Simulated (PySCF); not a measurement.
**Oscillator strengths, rates and cross-sections**

Compound: C₄H₉OPS.
Z-matrix (Å and degrees, GFN2-xTB geometry), rows numbered from 1:
```
C 
C   1  1.4921
O   2  1.1995  1  126.50
P   2  1.8832  1  114.16  3   173.82
C   4  1.8302  2  102.79  1   171.82
C   4  1.8417  2  106.26  1    61.93
S   4  1.9434  2  111.31  1   -63.67
H   1  1.0906  2  108.67  3   104.97
H   1  1.0900  2  109.05  3  -137.22
H   1  1.0876  2  111.07  3   -15.04
H   5  1.0901  4  108.35  2   178.64
H   5  1.0879  4  110.93  2   -59.81
H   5  1.0899  4  107.98  2    60.41
H   6  1.0879  4  111.36  2    51.36
H   6  1.0889  4  108.96  2   -70.65
H   6  1.0898  4  107.45  2   171.90
```

Method: TDDFT PBE0/def2-SVPD, vertical, gas phase, core orbitals frozen in the response (PySCF).

Relations used (vacuum, state to state): A = 0.6670 f ν̃² s⁻¹ (ν̃ in cm⁻¹); τ = 1/A; f = (2/3) ΔE |μ|² in atomic units; ∫σ dE = 109.76 f Mb·eV.

The rates are for emission to S0 at the absorption energy, with no other channel.

Energies and rates of the computed singlets with f of 0.002 or more:

```
state  ν̃ (cm⁻¹)   A (s⁻¹)
   S1      27710  7.94×10⁶
   S3      38160  1.12×10⁷
   S4      46310  2.60×10⁷
   S5      47630  5.83×10⁷
   S6      48960  1.28×10⁷
   S7      50450  3.40×10⁷
   S8      50900  2.61×10⁷
```

Which f and |μ| stand behind these rates?

f = A / (0.6670 ν̃²), and |μ| follows from f:

```
state       f  |μ| (D)       τ   main configurations (H = HOMO, L = LUMO)
   S1   0.015     1.09  130 ns                     H→L (86%), H-2→L (11%)
   S3   0.011     0.80   90 ns                     H-2→L (87%), H→L (11%)
   S4   0.018     0.91   38 ns                                H→L+1 (95%)
   S5   0.039     1.31   17 ns                              H-1→L+1 (94%)
   S6  0.0080     0.59   78 ns                  H→L+2 (76%), H-1→L+2 (8%)
   S7   0.020     0.92   29 ns    H→L+4 (42%), H-1→L+2 (32%), H→L+2 (14%)
   S8   0.015     0.79   38 ns  H-1→L+4 (40%), H→L+4 (28%), H-1→L+2 (23%)
```

Suppose S1 emitted 0.3 eV lower with the same transition dipole. How would A change?

At fixed |μ|, A goes as the cube of the energy: (3.14/3.44)³ = 0.76, which makes τ about 170 ns.

How much energy does a mole of photons resonant with S5 carry?

5.906 eV × 96.485 = 570 kJ/mol (136 kcal/mol).

By what factor does the largest A in the list exceed the smallest?

S5 has 7.3 times the rate of S1.

One conformer stands for the species.
